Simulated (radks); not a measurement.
Question: All-electron atom: Ru IX in [Kr]. All-electron calculation, Dirac Kohn-Sham, PBE, spin-unpolarised, spherical densities, finite nucleus; Fermi nuclear charge, rms radius 4.4809 fm. Program: a radial shooting solver on a logarithmic mesh with Libxc functionals.

Spin-orbit splittings of the eigenvalues, e(l+1/2) - e(l-1/2), with zeta = 2 splitting/(2l+1) and mean radii in bohr:

| shell | occ. | splitting (eV) | zeta (eV) | <r> j=l-1/2 | <r> j=l+1/2 |
|---|---|---|---|---|---|
| 2p | 6 | 130.9 | 87.27 | 0.1236 | 0.1284 |
| 3p | 6 | 22.33 | 14.89 | 0.3947 | 0.4052 |
| 3d | 10 | 4.371 | 1.748 | 0.3802 | 0.3836 |
| 4p | 6 | ? | ? | 1.017 | 1.038 |

Estimate the 4p splitting.

Answer: 4.120 eV (zeta = 2.747 eV).
